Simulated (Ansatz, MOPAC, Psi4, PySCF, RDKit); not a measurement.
Noncovalent pair: C2H4 (SMILES C=C) (first 6 atoms) with C3H8 (SMILES CCC); geometry from B3LYP-D3(BJ)/def2-TZVP.
(charge 0, multiplicity 1):
```xyz
17

C      0.6473    -0.3392     0.2789
C     -0.5402     0.2366     0.1678
H      1.4945     0.1819     0.7076
H      0.8201    -1.3562    -0.0516
H     -1.3892    -0.2846    -0.2576
H     -0.7131     1.2534     0.4994
C     -1.1920    -0.5101     3.9632
C      0.3325    -0.4576     3.9872
C      0.8734     0.9658     3.8881
H     -1.5595    -1.5346     4.0494
H     -1.6184     0.0685     4.7868
H     -1.5784    -0.0954     3.0295
H      0.7258    -1.0535     3.1592
H      0.7015    -0.9246     4.9054
H      1.9652     0.9831     3.8958
H      0.5376     1.4464     2.9663
H      0.5246     1.5777     4.7239
```

```json
[
 {"level": "UFF", "interaction energy (kJ/mol)": "-7.9", "cost": "-"},
 {"level": "AM1", "interaction energy (kJ/mol)": "1.4", "cost": "-"},
 {"level": "PM6", "interaction energy (kJ/mol)": "-1.0", "cost": "-"},
 {"level": "HF/STO-3G (no counterpoise)", "interaction energy (kJ/mol)": "2.1", "cost": "-"},
 {"level": "HF/3-21G (no counterpoise)", "interaction energy (kJ/mol)": "0.0", "cost": "-"},
 {"level": "HF/6-31G*", "interaction energy (kJ/mol)": "5.9", "cost": "-"},
 {"level": "PBE-D3(BJ)/def2-TZVPPD", "interaction energy (kJ/mol)": "-7.1", "cost": "×1"},
 {"level": "PBE-D4/def2-TZVPPD", "interaction energy (kJ/mol)": "-6.8", "cost": "×1"},
 {"level": "revPBE/def2-TZVPPD", "interaction energy (kJ/mol)": "5.7", "cost": "×1"},
 {"level": "r2SCAN/def2-TZVPPD", "interaction energy (kJ/mol)": "-2.9", "cost": "×2"},
 {"level": "B3LYP/def2-TZVPPD", "interaction energy (kJ/mol)": "3.7", "cost": "×2"},
 {"level": "B3LYP-D4/def2-TZVPPD", "interaction energy (kJ/mol)": "-5.5", "cost": "×2"},
 {"level": "PBE0/def2-TZVPPD", "interaction energy (kJ/mol)": "0.0", "cost": "×1"},
 {"level": "PBE0-D4/def2-TZVPPD", "interaction energy (kJ/mol)": "-6.1", "cost": "×1"},
 {"level": "BHLYP/def2-TZVPPD", "interaction energy (kJ/mol)": "1.9", "cost": "×2"},
 {"level": "M06-2X/6-31G* (no counterpoise)", "interaction energy (kJ/mol)": "-8.3", "cost": "-"},
 {"level": "CAM-B3LYP-D4/def2-TZVPPD", "interaction energy (kJ/mol)": "-5.7", "cost": "×2"},
 {"level": "MP2/aug-cc-pVDZ", "interaction energy (kJ/mol)": "-5.3", "cost": "×2"},
 {"level": "SCS-MP2/aug-cc-pVDZ", "interaction energy (kJ/mol)": "-2.8", "cost": "-"},
 {"level": "SAPT0/jun-cc-pV(D+d)Z", "interaction energy (kJ/mol)": "-2.9", "cost": "-"}
]
```

The rows run from -8.3 (M06-2X/6-31G* (no counterpoise)) to 5.9 kJ/mol (HF/6-31G*). The dispersion term adds -9.2 in B3LYP-D4, -6.1 in PBE0-D4. The 5 functionals in def2-TZVPPD without D3 or D4 span 8.6, from r2SCAN to revPBE.

Interaction energies are E(AB) − E(A) − E(B) at the monomers' geometry in the complex; basis-set methods are counterpoise corrected. Rows marked so take none. RDKit's UFF carries no charges.

Cores are frozen in the correlated methods. Rows in 3-21G, 6-31G*, STO-3G carry no dispersion term and start afresh at each structure (6-31G* with six Cartesian d functions). The state reached by AM1, PM6 isn't checked.

The values were computed with Ansatz (an electronic-structure program) with Gaussian orbitals; MOPAC for AM1, PM6 (differences of heats of formation); Psi4 for SAPT; PySCF for 3-21G rows, 6-31G* rows, STO-3G rows, the dispersion terms; RDKit for the force fields. Each number belongs to the level named beside it.

Costs are rough ratios of core time to PBE/def2-TZVPPD (about 24 s over the structures, on one shared machine); a dash marks a level with no comparable run of its own.
